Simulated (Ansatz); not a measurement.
F$_{2}$H$_{4}$OSi$_{2}$ (`O[SiH2][SiH](F)F`), relaxed with RKS PBE0-D4/def2-TZVP in the Gaussian-basis code of Ansatz from a PBE-D4/def2-SVP geometry. The force threshold is 0.005 eV/Å; the program also tests the step.

Total charge 0; spin multiplicity 1.

Start:

```xyz
9

O     0.656   -1.675   -0.827
Si    0.340   -0.042   -1.107
Si   -0.533    0.679    0.961
F     0.160   -0.425    1.973
F    -2.148    0.445    1.054
H     0.827   -1.861    0.116
H    -0.627    0.076   -2.246
H     1.576    0.758   -1.439
H    -0.252    2.045    1.516
```

```
step  energy (eV)  largest force (eV/Å)  largest move (Å)
   1  -23295.6110                 1.289             0.000
   2  -23295.6785                 1.194             0.135
   3  -23295.7159                 0.558             0.056
   4  -23295.7268                 0.174             0.037
   5  -23295.7307                 0.125             0.059
   6  -23295.7339                 0.311             0.136
   7  -23295.7369                 0.199             0.117
   8  -23295.7392                 0.023             0.053
   9  -23295.7397                 0.062             0.037
  10  -23295.7398                 0.090             0.045
  11  -23295.7402                 0.060             0.027
  12  -23295.7405                 0.011             0.011
  13  -23295.7405                 0.006             0.002
  14  -23295.7405                 0.004             0.004
  15  -23295.7405                 0.007             0.015
  16  -23295.7406                 0.007             0.014
  17  -23295.7406                 0.006             0.001
  18  -23295.7406                 0.002             0.002
```

End:

```xyz
9

O     0.479   -1.728   -1.014
Si    0.351   -0.084   -1.010
Si   -0.561    0.696    1.017
F     0.229   -0.020    2.208
F    -2.088    0.264    1.161
H     0.939   -2.145   -0.284
H    -0.525    0.274   -2.151
H     1.672    0.586   -1.186
H    -0.496    2.158    1.258
```

Run time 27 s (4 threads of an Intel Xeon 6975P-C on a shared host); peak host memory 0.49 GiB.
